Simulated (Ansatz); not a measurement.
Wavefunction ladder for C₂H₇AlFN, SMILES `C[CH2][Al]([NH2])[F]`

```xyz
12

C     0.3314    0.7290   -1.4077
C     0.5115    1.0446    0.0779
Al   -0.1372   -0.3291    1.2949
N    -0.8807   -1.8288    0.7459
F    -0.0075   -0.1261    2.9331
H     0.7115    1.5321   -2.0460
H    -0.7213    0.5849   -1.6663
H     0.8586   -0.1852   -1.6942
H     0.0101    1.9868    0.3306
H     1.5694    1.2263    0.3031
H    -1.2259   -2.5578    1.3484
H    -1.0199   -2.0765   -0.2197
```

The species carries charge 0 and has multiplicity 1. All single points use the PBE0-D4/def2-TZVP geometry. It is one conformer, not always the lowest. Frozen core, restricted reference, Ansatz. CBS rows extrapolate triple and quadruple zeta; past MP2 they add the triple-zeta difference.

| basis | HF (Eh) | MP2 corr. |
| --- | --- | --- |
| def2-SVP | -475.48498 | -0.70916 |
| def2-TZVPP | -475.85530 | -0.89821 |
| def2-QZVPP | -475.87439 | -0.96675 |

Problem. Estimate the CCSD correlation energy and the (T) correction in each basis where they were run (hartree).

Solution. 
```csv
basis,CCSD corr.,(T)
def2-SVP,-0.75516,-0.01748
def2-TZVPP,-0.93415,-0.03243
CBS(def2),-1.05345,as TZ
```
